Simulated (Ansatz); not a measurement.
## Worked example: GaH2(NH2) + B(CH3)2(OH) → GaH2(OH) + B(CH3)2(NH2)

Gas-phase species: GaH2(NH2), singlet; B(CH3)2(OH), singlet; GaH2(OH), singlet; B(CH3)2(NH2), singlet. The partners trade NH2 for OH: Ga–NH2 and B–OH bonds give way to Ga–OH and B–NH2.

Shapes, held fixed at every level: PBE0-D4/def2-TZVP. Programs: Ansatz 0.2.0. The zero-point and thermal change to 298 K, harmonic and unscaled (PBE0-D4/def2-TZVP), is +1.1 kJ/mol.

At CCSD(T)/def2-TZVPP; 1 Eh = 2625.50 kJ/mol:

```
     species   energy (Eh)
   GaH2(NH2)  -1980.546097
 B(CH3)2(OH)   -180.269418
    GaH2(OH)  -2000.413314
B(CH3)2(NH2)   -160.404308
```

Q: Work out ΔH(298 K) of the reaction at this level.

A: 
1. Products less reactants: (-2000.413314) + (-160.404308) − [(-1980.546097) + (-180.269418)] = -0.002107 Eh = -5.5 kJ/mol.
2. With the thermal change: -5.5 + (+1.1) = -4.4 kJ/mol.

Other levels give -5.9 (B2PLYP/def2-TZVPP) to +2.1 kJ/mol (HF/def2-SVP). No measured value is set beside it here. Relativity is left out for Ga. Outer-core shells of Ga are correlated, in sets that cover them unevenly. The levels disagree on the sign, so it isn't settled.
